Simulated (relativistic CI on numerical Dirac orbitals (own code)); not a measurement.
Method of calculation: Dirac-Coulomb-Breit CI, separate exchange-only KLI orbitals for each configuration, model QED, unscaled Slater integrals (own radial code, finite nucleus).

The strongest absorption lines from the ground level of an ion, among the configurations computed and to levels below about 106 eV (vacuum wavelength in nm, gf): 12.301 (0.36), 12.575 (1.1), 14.645 (0.54), 14.795 (1), 14.833 (0.26), 14.998 (0.68), 15.373 (0.57), 15.513 (0.63).

Task: Which ion is it?
A. Br9+
B. As5+
C. Cu3+
D. As7+

Result: D. As7+ has 26 electrons and the ground level 3s2 3p6 3d8 3F_4; the strongest line goes to 3s2 3p5 3d9 3F°_4. The pattern of lines fixes the number of electrons, and along that sequence the line energies rise steadily with the charge (about as its square where n changes within one kind of shell, about linearly where n is kept but much faster in heavy ions where fine structure, which grows about as Z⁴, sets the gap, and irregularly where shells cross), which fixes Z. Configurations outside the model, such as inner-shell arrays, can give stronger lines. At this charge configurations can still be misplaced by up to about 7 % of their energy. Terms inside the open d or f shell come out 10 to 20 % too wide with unscaled integrals.

LS names give the leading component of a level, which can be under half, so a name can repeat, a term be missing and a line seem to break the LS rules.
